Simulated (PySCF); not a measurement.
## Continuum solvent and chemical shifts

Numbering as in the mapped SMILES `[CH3:1][CH2:2][C@H:3]([C:4]#[N:5])[C:6]([CH3:7])([CH3:8])[CH2:9][CH3:10]`. Each H is labelled by its parent atom. Ha(C2), Ha(C9) are pro-R; Hb(C2), Hb(C9) are pro-S.

GIAO PBE0/pcSseg-1 in PySCF 2.14 on one PBE0-D3(BJ)/def2-SVP conformer, non-relativistic, equivalent nuclei averaged. Solvents enter as an IEF-PCM continuum (chloroform with ε = 4.7, water with ε = 78.4) around the gas-phase geometry. Shifts are referred to TMS computed in the same medium.

In chloroform, δ in ppm: C4 132.8, C3 42.4, C6 36.7, C9 34.7, C7 28.4, C8 27.0, C2 22.8, C1 14.9, C10 9.2, H(C3) 2.15, Hb(C2) 1.45, Ha(C9) 1.40, Ha(C2) 1.32, H(C1) 1.15. Dipole moment 5.13 D.

Task: How does each δ change in the more polar medium?

Result: 
```
 atoms                           environment  Δδ, water
    C4                        nitrile carbon       +2.2
    C3                 sp3 CH α to a nitrile       +0.4
    C6                 quaternary sp3 carbon       +0.4
    C9                               sp3 CH2       +0.1
    C7                         methyl carbon       +0.2
    C8                         methyl carbon       +0.2
    C2                               sp3 CH2       +0.2
    C1                         methyl carbon       +0.2
   C10                         methyl carbon       +0.1
 H(C3)  hydrogen on an sp3 CH α to a nitrile      +0.16
Hb(C2)                hydrogen on an sp3 CH2      +0.10
Ha(C9)                hydrogen on an sp3 CH2      +0.04
Ha(C2)                hydrogen on an sp3 CH2      +0.02
 H(C1)           hydrogen on a methyl carbon      -0.01
```

Changes are relative to chloroform. The dipole moment becomes 5.58 D in water.

Task: Which nuclei move most (in ppm), and what does the model miss?

Result: C4 (nitrile carbon, +2.2 ppm) in water. A continuum only polarises the solute; specific hydrogen bonds, the anisotropy of aromatic solvents and changes of geometry or conformer are outside it.
